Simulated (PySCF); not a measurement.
Run record: excited-state job, `C(C#C[SiH3])(C(=O)O)=C=C`.

Computed with TDDFT wB97X-D/def2-SVPD, vertical, gas phase, core orbitals frozen in the response (PySCF 2.14.0, density-fitted response routines). Geometry: GFN2-xTB. The input is one job of a driver script: a line of settings, then coordinates in Å.

Command:
```bash
OMP_NUM_THREADS=1 python probes_run.py task.json out
```

Input:
```
{"job": {"kind": "uv", "xc": "wB97X-D", "basis": "def2-SVPD", "nstates": 8, "ntriplets": 3}, "charge": 0, "multiplicity": 1}
C     -2.522452     1.600944    -1.242260
C     -1.711304     0.687266    -0.838106
C     -0.882059    -0.247758    -0.421657
C      0.371762     0.074009     0.155458
C      1.442143     0.334440     0.651477
Si     3.067255     0.730926     1.428414
C     -1.250945    -1.680377    -0.544423
O     -2.278079    -2.092456    -1.020066
O     -0.300002    -2.489878    -0.057896
H     -3.267024     2.029034    -0.589835
H     -2.498115     1.976470    -2.253011
H      3.048747     0.233493     2.806359
H      4.124389     0.079024     0.652004
H      3.225915     2.187627     1.404217
H     -0.574645    -3.414774    -0.152587
```

Problem. Give the output.

Solution. 
```
coarse grid: 14032 points
cycle   1  E = -671.2745618898  dE =  1.645e+00  |g| = 9.829e-01  |ddm| = 1.090e+01
cycle   2  E = -671.1380975662  dE =  1.365e-01  |g| = 1.367e+00  |ddm| = 3.833e+00
cycle   3  E = -671.4725551280  dE = -3.345e-01  |g| = 1.734e-01  |ddm| = 2.293e+00
cycle   4  E = -671.4778890790  dE = -5.334e-03  |g| = 7.912e-02  |ddm| = 4.154e-01
cycle   5  E = -671.4791601087  dE = -1.271e-03  |g| = 1.467e-02  |ddm| = 1.718e-01
cycle   6  E = -671.4792204754  dE = -6.037e-05  |g| = 5.133e-03  |ddm| = 6.044e-02
cycle   7  E = -671.4792290968  dE = -8.621e-06  |g| = 2.766e-03  |ddm| = 2.201e-02
final grid: 133824 points
cycle   8  E = -671.5875826078  dE = -1.085e-04  |g| = 6.147e-03  |ddm| = 3.432e-01
cycle   9  E = -671.5875802528  dE =  2.355e-06  |g| = 7.331e-03  |ddm| = 4.018e-02
cycle  10  E = -671.5875917121  dE = -1.146e-05  |g| = 1.023e-03  |ddm| = 1.295e-02
cycle  11  E = -671.5875919767  dE = -2.646e-07  |g| = 5.705e-04  |ddm| = 3.788e-03
cycle  12  E = -671.5875920605  dE = -8.372e-08  |g| = 1.631e-04  |ddm| = 1.800e-03
cycle  13  E = -671.5875920685  dE = -8.017e-09  |g| = 7.431e-05  |ddm| = 5.710e-04
cycle  14  E = -671.5875920704  dE = -1.911e-09  |g| = 3.180e-05  |ddm| = 2.888e-04
cycle  15  E = -671.5875920708  dE = -3.859e-10  |g| = 8.499e-06  |ddm| = 1.471e-04
converged SCF energy = -671.5875920708

Static polarisability (au): isotropic 113.309, principal 69.769 106.533 163.625

Singlet excitations
state   eV       nm        f      main configurations
  1   4.8848    253.8   0.00005   H-1->L 0.86
  2   5.1373    241.3   0.29296   H->L 0.89
  3   5.1636    240.1   0.00006   H-2->L 0.80
  4   5.3244    232.9   0.00011   H->L+1 0.80
  5   5.6707    218.6   0.00008   H-3->L 0.65, H-1->L+3 0.19
  6   6.2750    197.6   0.05818   H->L+3 0.49, H-1->L+1 0.27
  7   6.3292    195.9   0.00090   H->L+4 0.74
  8   7.0775    175.2   0.00321   H->L+2 0.77, H->L+6 0.08

Triplet excitations (Tamm-Dancoff, eV): 3.3713 4.6167 4.8414
```

The SCF starts on a coarse grid where the log names one; the energy can jump when the final grid takes over, and dE then counts from the start density on the new grid. H and L stand for HOMO and LUMO; the number after each pair is its weight.

Problem. Which computed singlet has the largest oscillator strength, and what do all of them sum to?

Solution. State 2 at 5.14 eV (241 nm), f = 0.293; the 8 states sum to 0.356.

Problem. Give S1 in cm⁻¹ and kJ/mol.

Solution. 4.8848 eV × 8065.54 = 39399 cm⁻¹; × 96.485 = 471.3 kJ/mol.

Main results: HOMO -9.07 eV, LUMO -0.13 eV; lowest singlet 4.88 eV; lowest triplet 3.37 eV (Tamm–Dancoff); mean polarisability 113.3 au.

The run took 2.0 min of wall time on one thread, Arm Neoverse N1 (aarch64), no GPU, on a shared host, and the process peaked at 1.1 GiB of memory.

One conformer stands for the species.
Labels such as C1 count atoms from 1, the log's own numbers from 0.

The pairwise dispersion term of wB97X-D wasn't added to the energies; at a given geometry it leaves orbitals and properties as they are.
